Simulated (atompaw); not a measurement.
**How hard is this boron (B) PAW (atompaw) potential?**

B, PAW, made with atompaw 4.2.0.5 (LDA (PW92), scalar-relativistic). Core [He], reference 2s1 2p0 (charge +2). Waves: 2s (bound): rc 2.05 bohr; 2s channel at -0.9 Ry: rc 2.05 bohr; 2p (bound, empty): rc 2.05 bohr; 2p channel at 1.85 Ry: rc 2.05 bohr; 3d channel at -0.05 Ry: rc 2.05 bohr; 3d channel at 0.65 Ry: rc 2.05 bohr. Local part: bessel scheme, radius 1.60 bohr. Core correction: smooth core density matched at 1.10 bohr. Augmentation charge: gaussian compensation charge, radius 1.65 bohr; PAW radius 2.05 bohr; waves and projectors: custom rrkj gramschmidtortho.

The pseudo-atom Hamiltonian at the reference potential is diagonalised in spherical Bessel functions j_l(qr) that vanish at 20 bohr, with q² up to the cutoff. All-electron valence levels (Ry): 2s -2.3030, 2p -1.8751.

Problem. How do the lowest levels (Ry) of each channel move with the cutoff, and are there ghosts?

Solution.

| cutoff (Ry) | s #1 | p #1 | d #1 | d #2 | f #1 | f #2 | Σ f·Δε (mRy) |
| --- | --- | --- | --- | --- | --- | --- | --- |
| 8 | -2.3005 | -1.7382 | -0.5887 | -0.2912 | -0.2656 | -0.1492 | 2.5 |
| 10 | -2.3022 | -1.8221 | -0.5915 | -0.2922 | -0.2656 | -0.1493 | 0.8 |
| 12 | -2.3028 | -1.8581 | -0.5931 | -0.2928 | -0.2656 | -0.1493 | 0.2 |
| 15 | -2.3029 | -1.8730 | -0.5941 | -0.2932 | -0.2656 | -0.1493 | 0.1 |
| 400 | -2.3030 | -1.8752 | -0.5950 | -0.2935 | -0.2656 | -0.1493 | 0.0 |

Result: no extra level below or beside the all-electron valence levels (s, p, d, f tested); 10 mRy is reached at 8 Ry and 1 mRy at 10 Ry.

The cutoffs count occupied waves only; the empty 2p level needs 15 Ry at the loose tolerance.
